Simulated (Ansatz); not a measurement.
IIn (SMILES [In][I]), singlet, geometry from GFN2-xTB (such geometries of metal compounds can be far from the true shape) (core potentials on I, In); PBE0/def2-SVP run with Ansatz (a quantum-chemistry and plane-wave program).

Ansatz was given this input:
Ansatz 0.2 input:
```yaml
crystal:
  periodic: [false, false, false]
  atoms:
    - {symbol: In, position_ang: [-0.00000000, -0.00000000, -1.44929646]}
    - {symbol: I, position_ang: [0.00000000, 0.00000000, 1.33991559]}
basis:
  gaussian:
    orbitals: def2-SVP
hamiltonian:
  xc: pbe0
```

Task: Predict the main parts of the log of this Ansatz run.

Result: 
```
Functional definition: PBE0
673 factors; integrals over basis functions are off by at most 2.5e-4 eV
mean field evaluation 1: about -13276.4890 eV, gradient 1.2e1 eV
mean field evaluation 2: about -13275.3831 eV, gradient 2.1e1 eV
mean field evaluation 4: about -13277.1751 eV, gradient 5.7e-1 eV
mean field evaluation 8: about -13277.1872 eV, gradient 3.0e-3 eV
mean field -13277.18721129 eV, -487.9276304143 hartree, gradient 4.0e-5 eV, S^2 0.000000; 0 other end points of the search recorded, 0 dependent functions left out
reference -13277.18723229 eV, -487.9276311860 hartree; 23, 23 occupied and 29, 29 virtual orbitals, 673 factors
Total energy: -13277.18723229 eV, -487.9276311860 hartree
```
